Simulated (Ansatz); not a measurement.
`F[CH]([AlH2])[SiH3]` and `F[CH]([SiH3])[GeH3]` differ in one atom or group.

Ansatz, PBE0-D4/def2-TZVP geometries, multiplicity 1. 

Scalar relativity is left out up to krypton.

| property | `F[CH]([AlH2])[SiH3]` |
| --- | --- |
| size of the dipole moment (PBE/def2-TZVPP) / D | 1.20 |
| HOMO energy (PBE/def2-TZVPP) / eV | -6.36 |
| HOMO energy (ωB97M-V/def2-TZVPP) / eV | -9.93 |
| HOMO–LUMO gap (PBE0/def2-TZVPP) / eV | 6.00 |
| LUMO energy (PBE/def2-TZVPP) / eV | -2.48 |
| LUMO energy (B3LYP/def2-TZVPP) / eV | -1.93 |

**Question.** Give the same properties after the change, and the shifts. (Estimate.)

**Answer.** Ansatz gave: 
| property | `F[CH]([SiH3])[GeH3]` | shift |
| --- | --- | --- |
| size of the dipole moment (PBE/def2-TZVPP) / D | 1.22 | 0.02 |
| HOMO energy (PBE/def2-TZVPP) / eV | -6.85 | -0.49 |
| HOMO energy (ωB97M-V/def2-TZVPP) / eV | -10.39 | -0.46 |
| HOMO–LUMO gap (PBE0/def2-TZVPP) / eV | 8.39 | 2.39 |
| LUMO energy (PBE/def2-TZVPP) / eV | -0.65 | 1.83 |
| LUMO energy (B3LYP/def2-TZVPP) / eV | -0.03 | 1.90 |

With PBE0 the HOMO falls by 0.48 eV and the LUMO rises by 1.91 eV, so the gap widens by about 2.39 eV. PBE moves the HOMO by -0.49 eV and ωB97M-V by -0.46 eV. Dipoles are sizes alone; their direction can turn.

B3LYP here is the variant with VWN-RPA as its local correlation; programs differ in this.
